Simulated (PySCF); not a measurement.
A GIAO shielding run with PySCF 2.14.0 with density-fitted response routines (density fitting, non-relativistic, gas phase) on SMILES CS[Si@@H]1NCC[Si@H]1C#N, C₄H₁₀N₂SSi₂:

```
$ OMP_NUM_THREADS=1 python probes_run.py task.json out

{"job": {"kind": "nmr", "xc": "PBE0", "basis": "pcSseg-1"}, "charge": 0, "multiplicity": 1}
C      3.459825     0.084556    -0.260444
S      2.414644     0.159476     1.223417
Si     0.559012     0.685340     0.257571
N     -0.674502     0.950953     1.414048
C     -1.898174     0.170232     1.430614
C     -2.253354    -0.336205     0.033492
Si    -0.651880    -0.976990    -0.790386
C     -0.815503    -0.778539    -2.637950
N     -0.873472    -0.641149    -3.774546
H      4.470259    -0.127070     0.072338
H      3.110403    -0.707438    -0.916429
H      3.431755     1.040222    -0.774906
H      0.845014     1.934643    -0.464243
H     -0.503983     1.434824     2.279889
H     -1.798169    -0.687053     2.113237
H     -2.706811     0.802554     1.815662
H     -2.644932     0.494992    -0.556594
H     -3.047382    -1.077537     0.110820
H     -0.432552    -2.416562    -0.583055
```

Hardware: 1 thread of an Intel Xeon, shared host. The job also computes population analyses, field gradients, ring-centre shieldings.

Task: How large is the calculation?

Result: 92 electrons, 224 basis functions and 1223 auxiliary functions.

Task: How long does it take, and how much memory does it need?

Result: 2.1 min of wall time, with 14 SCF cycles and 5 response iterations; peak memory 1.1 GiB. Times on a shared host scatter by some tens of per cent.
